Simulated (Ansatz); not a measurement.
Relaxation of C₂H₇BFNSn (13 atoms, charge 0, multiplicity 1), to a largest force component of 0.015 eV/Å in at most 40 steps.

All numbers below come from RKS PBE0-D4/def2-SVP in Ansatz 0.2.0.

```xyz
13
Properties=species:S:1:pos:R:3:forces:R:3
C 0.526 -2.202 -0.351 -1.29 1.76 -0.33
Sn 0.247 -0.490 0.960 0.13 -0.87 1.26
N -1.214 0.798 0.182 1.85 2.65 2.79
C -0.646 1.427 -1.008 -3.44 3.30 -1.34
B -0.572 2.234 0.291 -0.11 -0.27 1.35
F -0.115 3.394 1.071 -1.68 -3.98 -2.27
H 1.269 -2.848 0.049 0.88 -0.84 0.42
H -0.453 -2.670 -0.464 -0.08 -0.35 0.06
H 0.804 -1.778 -1.318 0.28 -0.18 -0.26
H 1.788 0.345 1.127 -0.42 -0.05 -0.13
H -0.268 -1.055 2.558 0.13 0.33 -0.61
H 0.250 1.030 -1.406 1.00 -0.50 -1.49
H -1.597 1.780 -1.677 2.74 -1.01 0.54
```

Task: Where does it end, and by what steps?

Result: The forces met the threshold. The force dipped under the threshold on the way, but the program's further checks kept it going. After 32 steps the energy has fallen by 2.076 eV; F6 moved furthest, 1.82 Å.

```
step  energy less start (eV)  largest force component (eV/Å)  accepted
   0                  0.0000                           3.978       yes
   2                 -1.6904                           2.365       yes
   4                 -1.9267                           0.400       yes
   6                 -2.0325                           0.183       yes
   8                 -2.0469                           0.124       yes
  10                 -2.0508                           0.381        no
  12                 -2.0650                           0.092       yes
  14                 -2.0664                           0.057       yes
  16                 -2.0689                           0.105       yes
  18                 -2.0712                           0.093       yes
  20                 -2.0731                           0.088       yes
  22                 -2.0738                           0.056       yes
  24                 -2.0738                           0.141        no
  26                 -2.0754                           0.069       yes
  28                 -2.0758                           0.012       yes
  30                 -2.0760                           0.012       yes
  32                 -2.0760                           0.010       yes
```

```xyz
13
Properties=species:S:1:pos:R:3
C 0.158 -2.231 -0.236
Sn 0.720 -0.585 1.015
N -0.250 1.060 0.279
C -0.306 1.753 -1.068
B -1.049 2.156 0.213
F -1.864 2.923 0.911
H 0.732 -3.129 0.030
H -0.914 -2.439 -0.117
H 0.360 -1.976 -1.286
H 2.401 -0.253 0.912
H 0.202 -0.754 2.638
H 0.621 2.249 -1.395
H -0.791 1.191 -1.882
```

Run time: 3.3 min on 2 threads of Arm Neoverse V1, with other jobs on the host, peak memory 0.39 GiB.
